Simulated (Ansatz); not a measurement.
Reaction (isomerisation): `CC(F)OCCF` → `FCCCOCF`

Gas-phase electronic energies from Ansatz, PBE0-D4/def2-TZVP geometries. CCSD(T)/CBS is the MP2 limit (def2-TZVPP, def2-QZVPP) plus CCSD(T) − MP2 in def2-TZVPP, frozen cores. DFT in def2-TZVPP. B3LYP here is the variant with VWN-RPA as its local correlation; programs differ in this. Each species was taken in one conformer, which may not be the lowest.

`CC(F)OCCF`:

```xyz
15

C     0.840    1.918   -1.160
C    -0.003    1.043   -0.281
F     0.376    1.241    1.046
O     0.186   -0.270   -0.629
C    -0.695   -1.199   -0.031
C    -0.127   -1.749    1.262
F    -0.939   -2.786    1.684
H     0.521    1.819   -2.198
H     0.741    2.959   -0.852
H     1.885    1.616   -1.078
H    -1.070    1.304   -0.313
H    -1.677   -0.744    0.147
H    -0.822   -2.021   -0.739
H    -0.096   -0.991    2.047
H     0.880   -2.140    1.095
```

`FCCCOCF`:

Cartesian coordinates in Å:
```
F -1.127 1.793 1.731
C -0.020 0.960 1.646
C -0.406 -0.343 0.996
C -0.885 -0.173 -0.434
O 0.087 0.425 -1.282
C 0.985 -0.422 -1.852
F 1.960 -0.826 -0.949
H 0.742 1.482 1.062
H 0.350 0.799 2.662
H 0.456 -1.015 1.028
H -1.210 -0.810 1.575
H -1.188 -1.141 -0.853
H -1.747 0.495 -0.460
H 0.511 -1.342 -2.219
H 1.493 0.119 -2.652
```

| level | ΔE (kJ/mol) | difference from CCSD(T)/CBS |
| --- | --- | --- |
| PBE-D4 | 14.4 | -2.0 |
| r2SCAN-D4 | 18.1 | 1.7 |
| PBE0-D4 | 15.3 | -1.1 |
| B3LYP-D4 | 15.2 | -1.2 |
| ωB97X-V | 16.3 | -0.1 |
| ωB97M-V | 16.9 | 0.5 |
| PBE | 15.7 | -0.7 |
| PBE0 | 16.5 | 0.1 |
| B3LYP | 17.3 | 0.9 |
| MP2/def2-TZVPP | 14.3 | -2.1 |
| CCSD(T)/def2-TZVPP | 15.5 | -0.9 |
| HF/def2-QZVPP | 19.7 | 3.3 |
| MP2/def2-QZVPP | 14.9 | -1.5 |
| HF/CBS(def2) | 19.7 | 3.3 |
| MP2/CBS(def2) | 15.3 | -1.1 |
| CCSD/CBS(def2) | 16.7 | 0.3 |
| CCSD(T)/CBS | 16.4 | 0 |

Largest T1 diagnostic among the species: 0.011.

In def2-TZVPP, CCSD(T) changes the Hartree–Fock value by −4.2 kJ/mol (the triples alone add −0.3 kJ/mol) and MP2 by −5.3 kJ/mol.
